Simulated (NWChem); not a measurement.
Correlation energy of arsine (H3As)

SMILES: [AsH3]
```xyz
4

As     0.0010     0.0726     0.0000
H     -0.6465    -0.7900     1.1000
H     -0.6465    -0.7900    -1.1000
H      1.2585    -0.8174     0.0000
```
Charge 0, spin multiplicity 1.

The numbers come from NWChem runs, not from measurements. All single points use one geometry, from PBE/def2-SVP, a minimum by its harmonic frequencies.

Basis set: def2-SVP. Each correlation energy counts from its own Hartree-Fock reference.

```csv
method,correlation energy (mHa),difference from CCSD(T)
MP2,-250.5,+24.2
SCS-MP2,-242.8,+31.9
CR-CCSD[T],-274.0,+0.7
CR-CCSD(T),-273.6,+1.1
CCSD,-268.1,+6.5
CCSD+T(CCSD),-275.1,-0.5
CCSD(T),-274.6,0.0
```

The values span 32.4 mHa, from CCSD+T(CCSD) (lowest) to SCS-MP2 (highest). 

The Hamiltonian is non-relativistic. The correlated methods keep 9 core orbitals frozen. Coupled-cluster values serve here as a point of comparison, not as the truth.
